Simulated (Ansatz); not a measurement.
`FCC(F)=C(F)F` → tetrafluoroethylene + `[CH2]` (triplet)  (formal loss of a carbene)

Isolated molecules relaxed with PBE0-D4/def2-TZVP in Ansatz; ΔE leaves out vibrations. CCSD(T)/CBS adds triple-zeta CCSD(T) − MP2 to the extrapolated MP2 energy (def2 sets, frozen cores). This one scheme is used for every species. Functionals use def2-TZVPP. Triplets are unrestricted, without spin–orbit coupling. One conformer a species, not always the lowest.

```json
{"level": "r2SCANh-D4", "ΔE (eV)": "4.43"}
{"level": "ωB97X-V", "ΔE (eV)": "4.81"}
{"level": "ωB97M-V", "ΔE (eV)": "4.72"}
{"level": "LC-ωPBE", "ΔE (eV)": "4.54"}
```

Task: What does CCSD(T)/CBS give? (Estimate.)

Result: Ansatz gave: +4.72 eV. The listed levels differ from it by -0.29, 0.09, 0.00, -0.18 eV.

Largest T1 diagnostic among the species: 0.013.

From r2SCAN to r2SCAN0 (25 % exact exchange), in def2-TZVPP and without D4, ΔE moves by −0.05 eV. Leaving LDA and LC-ωPBE aside and taking each functional with its dispersion term where it has one, the values, not all of them listed here, spread over 0.41 eV, from r2SCAN0-D4 to ωB97X-V. LDA lies +0.71 eV from PBE without D4.
